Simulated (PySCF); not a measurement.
## Optical rotation: SMILES CB(C)C1=CC2(C=C1)CCC2, C10H15B

Geometry (Å), atoms numbered from 1 in this order:
```xyz
26

C     2.5482    1.4434   -0.9044
B     2.1800    0.1185   -0.1372
C     3.3326   -0.8656    0.2973
C     0.7021   -0.2462    0.1930
C    -0.3943    0.4929   -0.1326
C    -1.6499   -0.1617    0.3477
C    -1.1391   -1.4023    1.0048
C     0.2039   -1.4411    0.9120
C    -2.7690   -0.2425   -0.7401
C    -3.3665    1.0632   -0.1939
C    -2.6065    0.8060    1.1162
H     3.2852    1.2442   -1.7010
H     3.0714    2.1074   -0.1906
H     1.7076    2.0075   -1.3325
H     3.2884   -1.7404   -0.3800
H     4.3465   -0.4457    0.2204
H     3.1875   -1.2730    1.3111
H    -0.3876    1.4422   -0.6733
H    -1.7883   -2.1416    1.4781
H     0.8478   -2.2315    1.3033
H    -2.4417   -0.2833   -1.7890
H    -3.4230   -1.1039   -0.5391
H    -2.9756    1.9437   -0.7259
H    -4.4619    1.1486   -0.1460
H    -3.2157    0.2358    1.8331
H    -2.1422    1.6533    1.6411
```

Method used: PySCF, TDDFT CAM-B3LYP/def2-SVP circular dichroism and optical rotation, one conformer, gas phase. Geometry: PBE0-D3(BJ)/def2-SVP.

States above about 7.5 eV (minus the energy of the highest occupied orbital) lie near or above the ionisation threshold and depend on the basis. No stereocentre is labelled: unless the shape is locked (an allene, a helicene, a hindered biaryl), the mirror image is equally populated and a measured rotation or CD is zero.

Problem. What is the specific rotation at 633, 589.3, 546, 436, 405, 365, 355 nm?

Solution. [α] in deg dm⁻¹ (g/mL)⁻¹:
| λ (nm) | origin-invariant length gauge | modified velocity gauge | length gauge (centre of mass) | isotropic polarisability (au) |
| --- | --- | --- | --- | --- |
| 633 | +10.0 | +17.4 | +9.5 | 119.7 |
| 589.3 | +13.0 | +21.3 | +12.4 | 120.3 |
| 546 | +17.5 | +26.5 | +16.8 | 121.1 |
| 436 | +45.4 | +54.4 | +44.2 | 124.4 |
| 405 | +64.4 | +71.0 | +63.0 | 126.0 |
| 365 | +110.3 | +106.8 | +108.5 | 129.1 |
| 355 | +128.9 | +120.0 | +127.0 | 130.2 |

Problem. And for the mirror image at 589.3 nm?

Solution. -13.0 deg dm⁻¹ (g/mL)⁻¹ (origin-invariant length gauge): the same size and the opposite sign.

Problem. What is the molar rotation [Φ] = [α]·M/100 of the geometry above at 589.3 nm?

Solution. With M = 146.04 g/mol, +19.0 deg cm² dmol⁻¹ (origin-invariant length gauge).

The first excitation lies at 4.46 eV (278 nm) with R = -0.1 × 10⁻⁴⁰ esu² cm² (velocity form).
